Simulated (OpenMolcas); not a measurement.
Computed transition rates of Cr2+

```
Program             : OpenMolcas 26.06
Method              : MS-CASPT2, IPEA 0.25 Eh, imaginary shift 0.1 Eh (closed shells correlated: 3s 3p)
Basis               : ANO-RCC-VTZP [6s5p3d2f1g]
Scalar Hamiltonian  : DKH2, point nucleus
Active space        : 4 electrons in 5 orbitals (3d)
State averaging     : 2S+1 = 5 even, 5 roots; 2S+1 = 3 even, 45 roots kept (CI in the orbitals of an earlier block); 2S+1 = 1 even, 50 roots kept (CI in the orbitals of an earlier block)
Spin-orbit coupling : state interaction with AMFI integrals over the reference wave functions, term energies averaged over their components
```

Rates come from the transition moments of the reference wave functions (E1 and E2 in the length form). At fixed line strength A goes as λ^-3 for E1 and M1 and as λ^-5 for E2, so a rate at the computed wavelength can be rescaled to the measured one. Measured vacuum wavelengths follow from level energies in Sugar and Corliss, J. Phys. Chem. Ref. Data 6, 317 (1977). Branching counts decays inside the model space alone, at computed energies, and the table is only a selection of the E2 and M1 lines, drawn from those between levels with measured partners whose computed energy lies within a factor of 1.5 of the measured one.

```json
{"Upper": "3d4 5D1", "Lower": "3d4 5D0", "Type": "M1", "λ computed (nm)": "151700", "λ measured (nm)": "160700", "A computed (s-1)": "1.55e-05", "A rescaled (s-1)": "1.30e-05", "Branching %": "100.0"}
{"Upper": "3d4 5D2", "Lower": "3d4 5D1", "Type": "M1", "λ computed (nm)": "77460", "λ measured (nm)": "82690", "A computed (s-1)": "1.22e-04", "A rescaled (s-1)": "1.00e-04", "Branching %": "100.0"}
{"Upper": "3d4 3H5", "Lower": "3d4 3H4", "Type": "M1", "λ computed (nm)": "70950", "λ measured (nm)": "81160", "A computed (s-1)": "7.42e-05", "A rescaled (s-1)": "4.96e-05", "Branching %": "99.0"}
{"Upper": "3d4 3H6", "Lower": "3d4 3H5", "Type": "M1", "λ computed (nm)": "62150", "λ measured (nm)": "74780", "A computed (s-1)": "9.34e-05", "A rescaled (s-1)": "5.36e-05", "Branching %": "97.1"}
{"Upper": "3d4 5D3", "Lower": "3d4 5D2", "Type": "M1", "λ computed (nm)": "53280", "λ measured (nm)": "57670", "A computed (s-1)": "3.07e-04", "A rescaled (s-1)": "2.42e-04", "Branching %": "100.0"}
{"Upper": "3d4 5D4", "Lower": "3d4 5D3", "Type": "M1", "λ computed (nm)": "41520", "λ measured (nm)": "45550", "A computed (s-1)": "3.78e-04", "A rescaled (s-1)": "2.86e-04", "Branching %": "100.0"}
{"Upper": "3d4 3G4", "Lower": "3d4 3H4", "Type": "M1", "λ computed (nm)": "2656", "λ measured (nm)": "2794", "A computed (s-1)": "7.31e-03", "A rescaled (s-1)": "", "Branching %": "47.5"}
{"Upper": "3d4 1I6", "Lower": "3d4 3H6", "Type": "M1", "λ computed (nm)": "1108", "λ measured (nm)": "1179", "A computed (s-1)": "2.60e-02", "A rescaled (s-1)": "", "Branching %": "57.1"}
{"Upper": "3d4 1I6", "Lower": "3d4 3H5", "Type": "M1", "λ computed (nm)": "1088", "λ measured (nm)": "1160", "A computed (s-1)": "1.95e-02", "A rescaled (s-1)": "", "Branching %": "42.8"}
{"Upper": "3d4 1S0(1)", "Lower": "3d4 3P1(1)", "Type": "M1", "λ computed (nm)": "900.9", "λ measured (nm)": "980", "A computed (s-1)": "2.82e-01", "A rescaled (s-1)": "", "Branching %": "100.0"}
{"Upper": "3d4 3P0(1)", "Lower": "3d4 5D1", "Type": "M1", "λ computed (nm)": "577", "λ measured (nm)": "598.5", "A computed (s-1)": "2.35e-01", "A rescaled (s-1)": "", "Branching %": "100.0"}
{"Upper": "3d4 3H4", "Lower": "3d4 5D4", "Type": "M1", "λ computed (nm)": "569.3", "λ measured (nm)": "598.9", "A computed (s-1)": "1.73e-04", "A rescaled (s-1)": "", "Branching %": "83.7"}
{"Upper": "3d4 3P1(1)", "Lower": "3d4 5D2", "Type": "M1", "λ computed (nm)": "568.1", "λ measured (nm)": "588.7", "A computed (s-1)": "1.82e-01", "A rescaled (s-1)": "", "Branching %": "88.2"}
{"Upper": "3d4 3P2(1)", "Lower": "3d4 5D3", "Type": "M1", "λ computed (nm)": "551.4", "λ measured (nm)": "571.6", "A computed (s-1)": "1.26e-01", "A rescaled (s-1)": "", "Branching %": "91.1"}
{"Upper": "3d4 3F4(1)", "Lower": "3d4 5D4", "Type": "M1", "λ computed (nm)": "529.5", "λ measured (nm)": "555.3", "A computed (s-1)": "1.39e-01", "A rescaled (s-1)": "", "Branching %": "82.5"}
{"Upper": "3d4 3F3(1)", "Lower": "3d4 5D3", "Type": "M1", "λ computed (nm)": "525.2", "λ measured (nm)": "550.8", "A computed (s-1)": "7.97e-02", "A rescaled (s-1)": "", "Branching %": "65.6"}
{"Upper": "3d4 3F2(1)", "Lower": "3d4 5D2", "Type": "M1", "λ computed (nm)": "521.7", "λ measured (nm)": "547.4", "A computed (s-1)": "3.30e-02", "A rescaled (s-1)": "", "Branching %": "56.7"}
{"Upper": "3d4 1G4(2)", "Lower": "3d4 1I6", "Type": "E2", "λ computed (nm)": "402.5", "λ measured (nm)": "421", "A computed (s-1)": "1.86e+00", "A rescaled (s-1)": "1.49e+00", "Branching %": "76.9"}
{"Upper": "3d4 3D3", "Lower": "3d4 5D4", "Type": "M1", "λ computed (nm)": "379.4", "λ measured (nm)": "397.6", "A computed (s-1)": "6.55e-02", "A rescaled (s-1)": "", "Branching %": "57.1"}
{"Upper": "3d4 3F4(2)", "Lower": "3d4 3H6", "Type": "E2", "λ computed (nm)": "368.3", "λ measured (nm)": "388.3", "A computed (s-1)": "1.52e+00", "A rescaled (s-1)": "1.17e+00", "Branching %": "42.4"}
{"Upper": "3d4 3F3(2)", "Lower": "3d4 3H5", "Type": "E2", "λ computed (nm)": "365.4", "λ measured (nm)": "385.7", "A computed (s-1)": "1.45e+00", "A rescaled (s-1)": "1.11e+00", "Branching %": "39.7"}
{"Upper": "3d4 3P1(2)", "Lower": "3d4 3P2(1)", "Type": "E2", "λ computed (nm)": "364", "λ measured (nm)": "383.7", "A computed (s-1)": "7.41e-01", "A rescaled (s-1)": "5.69e-01", "Branching %": "39.4"}
{"Upper": "3d4 3F2(2)", "Lower": "3d4 3H4", "Type": "E2", "λ computed (nm)": "363.5", "λ measured (nm)": "384.2", "A computed (s-1)": "1.64e+00", "A rescaled (s-1)": "1.24e+00", "Branching %": "43.4"}
{"Upper": "3d4 3P0(2)", "Lower": "3d4 3P2(1)", "Type": "E2", "λ computed (nm)": "360.9", "λ measured (nm)": "380.4", "A computed (s-1)": "9.53e-01", "A rescaled (s-1)": "7.33e-01", "Branching %": "51.7"}
{"Upper": "3d4 1D2(2)", "Lower": "3d4 1G4(1)", "Type": "E2", "λ computed (nm)": "236.7", "λ measured (nm)": "246.2", "A computed (s-1)": "1.45e+01", "A rescaled (s-1)": "1.19e+01", "Branching %": "69.8"}
```

Spin-changing lines and M1 lines between different terms are not rescaled, since their strength hangs on the term gaps too.

The largest correction is for 3d4 3H6 → 3d4 3H5 (M1): 9.34e-05 × (62150 / 74780)^3 = 5.36e-05 s-1, a factor of 0.57.

The computed rate and branching of 3d4 5D1 → 3d4 5D0 give the upper level a radiative lifetime of 1.000 / 1.55e-05 s-1 = 6.45e+04 s, counting decays inside the model space alone. The rescaled rate gives about 7.7e+04 s.

The computed order of these levels differs from the measured one in 1 place, and where term gaps are wrong the rates of spin-changing lines can be off by large factors.

These are rates of the free ion; in crystals, glasses and complexes forced electric-dipole and non-radiative decay shorten such lifetimes by orders of magnitude. No measured rate stands beside these. Rescaling mends the energy factor alone: line strengths can still be far off where a level mixes with configurations outside the active space, and weak or spin-changing lines hang on small mixing coefficients that depend on the term gaps too, so rescaling need not improve them.

CASPT2 does not keep the components of a term degenerate, so their means are used; among the terms shown or strongly mixed into the levels shown the widest spread is 1400 cm-1 (3d4 1I). Terms from blocks run as CI alone lack orbitals of their own. The CASPT2 spread within a term exceeds the gap to the next term for 3d4 3P(1) and 3d4 3H, 3d4 1G(1) and 3d4 3D, 3d4 3D and 3d4 1I and others, so the order of their levels is uncertain, and so are names and mixing where such terms share a J. Computed and measured levels are paired by configuration, term and J; levels that our copy of the source lacks, or whose pairing is in doubt (as where it misses far off the trend of its configuration), stay unpaired. Only configurations of the active space appear.

A number in round brackets counts repeated terms of one configuration in the order of the reference energies.
